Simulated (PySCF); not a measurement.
## Fractional electron number in Hf(2+) (hafnium, charge +2)

The 5d alpha orbital of [Xe] 4f14 5d2 is emptied in steps (occupation f), with all orbitals relaxed, ending at [Xe] 4f14 5d1. All numbers are calculated (PySCF 2.14, scalar relativity through the core potential, in def2-TZVPPD with the def2 core potential (60 electrons) (6s5p3d2f1g, 59 functions)). The exact energy is a straight line in f; departures are measured from the line between the end points of the same method.

Question: Among PBE0, r2SCAN, LC-wPBE, which shows the largest delocalisation error (convex curve), and which is closest to linear?

Answer: Most convex: r2SCAN (-1.160 eV at f = 0.5); closest to linear: LC-wPBE (-0.193 eV).

| f | PBE0 (eV) | r2SCAN (eV) | LC-wPBE (eV) |
| --- | --- | --- | --- |
| 1 | 0.000 | 0.000 | 0.000 |
| 0.9 | -0.324 | -0.419 | -0.071 |
| 0.7 | -0.758 | -0.977 | -0.165 |
| 0.5 | -0.904 | -1.160 | -0.193 |
| 0.3 | -0.760 | -0.969 | -0.160 |
| 0.1 | -0.326 | -0.411 | -0.067 |
| 0 | 0.000 | 0.000 | 0.000 |

```json
{"method": "PBE0", "E(f=0) − E(f=1) (eV)": "22.432", "−ε at f=1 (eV)": "18.838", "−ε at f=0.5 (eV)": "22.425"}
{"method": "r2SCAN", "E(f=0) − E(f=1) (eV)": "22.440", "−ε at f=1 (eV)": "17.793", "−ε at f=0.5 (eV)": "22.461"}
{"method": "LC-wPBE", "E(f=0) − E(f=1) (eV)": "22.274", "−ε at f=1 (eV)": "21.482", "−ε at f=0.5 (eV)": "22.289"}
```

Reference removal energy between the ground levels: 22.55 ± 0.04 eV (theoretical estimate listed by NIST; NIST Atomic Spectra Database, ionization energies). The calculation has no spin-orbit coupling.
